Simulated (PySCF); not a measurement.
CH6OSeSi, SMILES C(O[SiH3])[SeH], B3LYP/def2-SVP optimised geometry.

```
10

Si     0.99    -0.10    -1.13
O     -0.03    -0.81     0.00
C     -1.41    -0.81     0.00
Se    -2.28     0.99     0.00
H      0.42    -0.25    -2.51
H      2.28    -0.83    -1.02
H      1.21     1.35    -0.85
H     -1.77    -1.35     0.89
H     -1.84    -1.29    -0.90
H     -1.78     1.35     1.34
```

Density from B3LYP/def2-TZVP in PySCF 2.14.0 at that geometry.

Minimum of the electron density along straight lines between bonded atoms, close to the bond critical point (lines longer than 1.1 times the sum of covalent radii, or with two minima, are not listed):

```csv
bond,length / Å,ρ at the minimum / e bohr⁻³,∇²ρ there / e bohr⁻⁵,position (fraction from the first atom)
Si1–O2,1.682,0.126,0.70,0.41
O2–C3,1.386,0.274,-0.60,0.65
C3–Se4,1.997,0.140,-0.13,0.48
Si1–H5,1.494,0.121,0.14,0.49
Si1–H6,1.486,0.124,0.14,0.49
Si1–H7,1.488,0.124,0.13,0.49
C3–H8,1.098,0.286,-1.02,0.65
C3–H9,1.105,0.280,-0.98,0.65
Se4–H10,1.477,0.174,-0.31,0.63
```
